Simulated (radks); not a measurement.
All-electron atom: the hafnium ion Hf52+ in [Ar] 3d2 (the NIST ground configuration).

All-electron calculation, scalar-relativistic Kohn-Sham, PBE, spin-unpolarised, spherical densities, point nucleus. Program: a radial shooting solver on a logarithmic mesh with Libxc functionals.

Energy parts (hartree):
total: -12523.2044
kinetic: 13940.0547
electron-nucleus: -27923.6400
Hartree: 1641.9424
exchange-correlation: -181.5614

Orbitals (lengths in bohr, moments of r in powers of bohr; <r^-3> diverges for s and p1/2):
[
 {"orbital": "1s", "occ.": "2", "eigenvalue (hartree)": "-2527.998", "<r^-3>": "-", "<r>": "0.01898"},
 {"orbital": "2s", "occ.": "2", "eigenvalue (hartree)": "-535.9106", "<r^-3>": "-", "<r>": "0.07979"},
 {"orbital": "2p", "occ.": "6", "eigenvalue (hartree)": "-486.5217", "<r^-3>": "18030", "<r>": "0.07111"},
 {"orbital": "3s", "occ.": "2", "eigenvalue (hartree)": "-203.5940", "<r^-3>": "-", "<r>": "0.1966"},
 {"orbital": "3p", "occ.": "6", "eigenvalue (hartree)": "-188.8208", "<r^-3>": "4639", "<r>": "0.1936"},
 {"orbital": "3d", "occ.": "2", "eigenvalue (hartree)": "-174.1753", "<r^-3>": "622.3", "<r>": "0.1718"}
]

The highest occupied level is 3d at -4739.6 eV. For comparison, the ionisation energy in NIST's Atomic Spectra Database is 4846 eV (theoretical). In exact Kohn-Sham theory the highest level is minus the ionisation energy, but local and semilocal functionals leave it too shallow, through self-interaction and a potential that decays too fast; potentials with the right tail come closer. Summed over all electrons, <r^2> = 0.4692 bohr^2, which gives a Langevin (diamagnetic) susceptibility term of -0.372 x 10^-6 cm^3/mol.

Beside tabulated values, note that spin-unpolarised runs miss the spin-polarisation part of the exchange energy of open shells.
